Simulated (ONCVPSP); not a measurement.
What one change does to a pseudopotential (nickel, ONCV)

```json
{"Element": "nickel", "Generator": "ONCVPSP 4.0.1", "Type": "optimised norm-conserving Vanderbilt (ONCV)", "Functional": "PBE", "Relativity": "scalar-relativistic", "Frozen core": "[Ne]", "Valence charge": "18", "Reference configuration": "3s2 3p6 3d8 4s1.75 4p0.25", "Partial waves": "3s+4s: rc 1.10 bohr, ncon 4, nbas 8, qcut 9.1 1/bohr, 2 projectors; 3p+4p: rc 1.15 bohr, ncon 3, nbas 6, qcut 14 1/bohr, 2 projectors; 3d: rc 0.85 bohr, ncon 4, nbas 8, qcut 16.5 1/bohr, 2 projectors, debl 3.9 Ha", "Local potential": "polynomial inside 0.80 bohr (lpopt 2, dvloc0 0 Ha)", "Core correction": "none"}
```

All-electron outer shells of the reference configuration (PBE, scalar-relativistic, ld1.x):

```
shell  level (eV)  outermost node (bohr)  outermost maximum (bohr)
   2s     -982.35                   0.07                      0.21
   2p     -845.20                      –                      0.16
   3s     -111.60                   0.30                      0.64
   3p      -71.93                   0.27                      0.65
   3d       -9.40                      –                      0.63
   4s       -5.99                   0.92                      2.21
   4p       -1.49                   1.00                      3.14
```

Change: d: rc 0.6; local potential polynomial inside 0.60 bohr (lpopt 2, dvloc0 0 Ha).

Cutoffs: the cutoffs (Ha) at which the residual kinetic energy of the hardest occupied pseudo-wave falls to 1 and 0.1 mHa per electron; they do not see the model core or the augmentation charge, which bear on the density cutoff. Errors are all-electron minus pseudo energies relative to the spin-unpolarised reference configuration.

**Question.** How do hardness, ghosts and transferability respond?

**Answer.** The potential gets harder (114 Ha and 128 Ha → 498 Ha and 654 Ha); of the 3 tests that both files solve, the error grows in 1 and shrinks in 0 by more than 15 % and 0.3 meV (median size 0.2 → 0.3 meV); neither file shows a bound ghost. A smaller radius makes the pseudo-wave follow the all-electron one further in, where it bends more sharply, so more plane waves are needed.

| quantity | base | changed |
| --- | --- | --- |
| cutoff, loose | 114 Ha | 498 Ha |
| cutoff, tight | 128 Ha | 654 Ha |
| loose cutoff by channel | s 36 Ha, p 42 Ha, d 114 Ha | s 36 Ha, p 42 Ha, d 498 Ha |
| bound ghosts | none | none |
| GHOST(+) flags under 300 eV | none | none |
| tests with a reliable result | 3 of 4 | 3 of 4 |
| error for 3s2 3p6 3d8 4s2 4p0, meV [ΔE -1.11 eV] | +0.1 | +0.1 |
| error for 3s2 3p6 3d8 4s1 4p0, meV [ΔE 8.21 eV] | -0.3 | -0.3 |
| error for 3s2 3p6 3d8.5 4s1.5 4p0, meV [ΔE -2.30 eV] | +0.2 | -2.7 |
| s: phases at 1.12 bohr within 0.05 rad from the reference energy up to (Ha; the scan ends near 5) | to the end of the scan | to the end of the scan |
| p: phases at 1.17 bohr within 0.05 rad from the reference energy up to (Ha; the scan ends near 5) | to the end of the scan | to the end of the scan |
